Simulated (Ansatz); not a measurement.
Gas-phase reaction R1 → P1 + P2, each structure at its B3LYP-D3(BJ)/def2-TZVP stationary point, reached from a drawn start (curvature not checked).
R1: BCl3 (SMILES ClB(Cl)Cl), charge 0, multiplicity 1.
P1, BCl2 (SMILES Cl[B]Cl) (charge 0, multiplicity 2):
```json
[
 {"atom": "B", "x (Å)": "-0.2589", "y (Å)": "-0.4575", "z (Å)": "0.0000"},
 {"atom": "Cl", "x (Å)": "1.4669", "y (Å)": "-0.5280", "z (Å)": "0.0000"},
 {"atom": "Cl", "x (Å)": "-1.2081", "y (Å)": "0.9855", "z (Å)": "0.0000"}
]
```
P2: Cl atom, charge 0, multiplicity 2.

P less R. No zero-point or thermal terms; singlets are restricted closed shells; open shells are unrestricted; no spin–orbit coupling.

Frozen-core correlation throughout. CBS(a, b) extrapolates the correlation energy as X⁻³ and adds the Hartree–Fock energy of set b.

The values were computed with Ansatz (an electronic-structure program) with Gaussian orbitals. All values are computed, each at the level named.

Problem. Give the reaction energy at the level SVWN5/def2-TZVPP.

Solution. 136.2 kcal/mol

Problem. Estimate the reaction energy that CCSD(T)/CBS(cc-pV(T+d)Z, cc-pV(Q+d)Z) returns for this input.

Solution. 120.6 kcal/mol

Problem. Predict the reaction energy from HF/cc-pV(T+d)Z.

Solution. 88.3 kcal/mol
